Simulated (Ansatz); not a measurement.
Geometry optimisation, RKS B3LYP-D4/6-31G* in Ansatz 0.2.0.

Input:

```yaml
crystal:
  periodic: [false, false, false]
  atoms:
    - { symbol: O, position_ang: [-1.4678, 1.2207, 0.0365] }
    - { symbol: B, position_ang: [-0.2327, 0.7592, 0.4934] }
    - { symbol: Si, position_ang: [0.6767, -0.5986, -0.533] }
    - { symbol: Cl, position_ang: [1.0479, -2.2861, 0.6747] }
    - { symbol: H, position_ang: [-2.1845, 0.6652, 0.4311] }
    - { symbol: H, position_ang: [0.2449, 1.2029, 1.488] }
    - { symbol: H, position_ang: [2.0483, -0.0811, -0.9319] }
    - { symbol: H, position_ang: [-0.0407, -0.9393, -1.7146] }
basis:
  gaussian: { orbitals: "6-31G*" }
hamiltonian:
  xc: b3lyp
  dispersion: d4
relax:
  f_tol: 0.015
  max_steps: 40
```

Command:

```bash
$ ansatz run input.yaml --threads 1 --pin off --max-ram 2048MiB --backend cpu --events-out ev --progress --plain --runs-dir out
```

Q: Where does it end, and by what steps?

A: The run converged. After 23 steps the energy has fallen by 0.939 eV; H5 moved furthest, 0.76 Å.

```csv
step,energy less start (eV),largest force component (eV/Å),accepted
0,0.0000,2.166,yes
1,-0.1675,1.205,yes
2,-0.2239,0.682,yes
3,-0.2604,0.868,yes
4,-0.3436,2.152,yes
5,-0.6229,1.558,yes
6,-0.6069,2.419,no
7,-0.8191,0.460,yes
8,-0.9107,0.438,yes
9,-0.9009,0.599,no
10,-0.9257,0.241,yes
11,-0.9333,0.074,yes
12,-0.9356,0.073,yes
13,-0.9372,0.075,yes
14,-0.9370,0.111,no
15,-0.9378,0.044,yes
16,-0.9383,0.027,yes
17,-0.9385,0.023,yes
18,-0.9386,0.025,yes
19,-0.9388,0.034,yes
20,-0.9389,0.043,yes
21,-0.9390,0.042,yes
22,-0.9390,0.030,yes
23,-0.9390,0.009,yes
```

```xyz
8
Properties=species:S:1:pos:R:3
O -1.537 1.175 0.474
B -0.263 0.772 0.689
Si 0.671 -0.594 -0.502
Cl 1.187 -2.258 0.661
H -1.963 0.754 -0.289
H 0.285 1.265 1.631
H 1.924 -0.082 -1.121
H -0.212 -1.088 -1.599
```

Run time: 54 s on 1 thread of Intel(R) Xeon(R) 6975P-C (Granite Rapids), with other jobs on the host, peak memory 0.17 GiB.
